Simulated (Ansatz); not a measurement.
[Au(NH3)2]+ (AuN₂H₆⁺). Charge 1, multiplicity 3. Geometry PBE-D4/def2-TZVP, that of the charge +1 singlet; atoms count from 1.

| atom | x (Å) | y (Å) | z (Å) |
| --- | --- | --- | --- |
| Au1 | 0.000 | 0.000 | 0.000 |
| N2 | -0.095 | 1.023 | -1.787 |
| H3 | -0.841 | 1.727 | -1.776 |
| H4 | -0.281 | 0.389 | -2.572 |
| H5 | 0.785 | 1.511 | -1.987 |
| N6 | 0.095 | -1.023 | 1.787 |
| H7 | 0.343 | -0.399 | 2.563 |
| H8 | 0.799 | -1.769 | 1.755 |
| H9 | -0.805 | -1.459 | 2.018 |

In the def2 sets Au takes a core potential; there is no spin–orbit coupling. At PBE0-D4/def2-TZVP a singlet of charge 1 lies 5.55 eV below the triplet at the same geometry.

Question: Estimate the Mulliken populations from the PBE0/def2-TZVP orbitals of Ansatz.

Answer: 
| atom | charge (e) | spin (α − β) | d electrons |
| --- | --- | --- | --- |
| Au1 | 0.29 | 1.67 | 9.29 |
| N2 | -0.50 | 0.07 | – |
| H3 | 0.29 | 0.03 | – |
| H4 | 0.29 | 0.03 | – |
| H5 | 0.29 | 0.03 | – |
| N6 | -0.50 | 0.07 | – |
| H7 | 0.29 | 0.03 | – |
| H8 | 0.29 | 0.03 | – |
| H9 | 0.29 | 0.03 | – |
Mulliken values and Mayer orders depend strongly on the basis.

Question: Where does the spin sit?

Answer: Summed by element: Au 1.67, N 0.14, H 0.19, of 2 unpaired in all. Largest on single atoms: Au1 1.67, N2 0.07, N6 0.07.
